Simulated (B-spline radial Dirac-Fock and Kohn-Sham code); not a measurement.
## Ir⁴⁺: photoemission with 8270 eV photons

System: iridium as Ir⁴⁺, configuration [Xe] 4f14 5d4 6p1 (an excited configuration).

Method: Dirac-Hartree-Slater photoionisation with all multipoles and Dirac-Fock thresholds. Computed with a radial finite-basis atomic code. The asymmetry parameter β is from the dipole term alone. Kinetic energies are from the vacuum level. Open shells are spread statistically over j, without multiplet splitting.

The last column is dσ/dΩ = σ/(4π) · [1 − (β/2) P₂(cos θ)] at θ = 0° from the beam of unpolarised light.

| subshell | electrons | binding (eV) | kinetic (eV) | σ (kb) | β | dσ/dΩ (kb/sr) |
| --- | --- | --- | --- | --- | --- | --- |
| 3s | 2 | 3247.6 | 5022.4 | 5.64 | 1.94 | 0.0143 |
| 3p1/2 | 2 | 2981.0 | 5289.0 | 7.35 | 1.59 | 0.120 |
| 3p3/2 | 4 | 2624.5 | 5645.5 | 13.0 | 1.69 | 0.159 |
| 3d3/2 | 4 | 2185.0 | 6085.0 | 7.52 | 1.26 | 0.222 |
| 3d5/2 | 6 | 2109.4 | 6160.6 | 9.93 | 1.16 | 0.334 |
| 4s | 2 | 764.9 | 7505.1 | 1.52 | 1.94 | 0.00359 |
| 4p1/2 | 2 | 652.0 | 7618.0 | 1.73 | 1.62 | 0.0263 |
| 4p3/2 | 4 | 567.5 | 7702.5 | 2.96 | 1.73 | 0.0323 |
| 4d3/2 | 4 | 382.2 | 7887.8 | 1.48 | 1.26 | 0.0438 |
| 4d5/2 | 6 | 366.5 | 7903.5 | 1.94 | 1.13 | 0.0672 |
| 4f5/2 | 6 | 129.3 | 8140.7 | 0.150 | 0.75 | 0.00748 |
| 4f7/2 | 8 | 126.3 | 8143.7 | 0.183 | 0.72 | 0.00932 |
| 5s | 2 | 165.0 | 8105.0 | 0.310 | 1.94 | 0.000722 |
| 5p1/2 | 2 | 126.3 | 8143.7 | 0.305 | 1.62 | 0.00462 |
| 5p3/2 | 4 | 112.0 | 8158.0 | 0.509 | 1.73 | 0.00547 |
| 5d3/2 | 1.6 | 61.63 | 8208.4 | 0.0686 | 1.25 | 0.00204 |
| 5d5/2 | 2.4 | 60.04 | 8210.0 | 0.0893 | 1.12 | 0.00312 |
| 6p1/2 | 0.33 | 38.23 | 8231.8 | 0.00856 | 1.62 | 0.000129 |
| 6p3/2 | 0.67 | 36.07 | 8233.9 | 0.0145 | 1.73 | 0.000156 |

Branching ratios of the spin-orbit partners (statistical value in brackets): 3p 1.78 (2.00), 3d 1.32 (1.50), 4p 1.71 (2.00), 4d 1.31 (1.50), 4f 1.22 (1.33), 5p 1.67 (2.00), 5d 1.30 (1.50), 6p 1.70 (2.00).
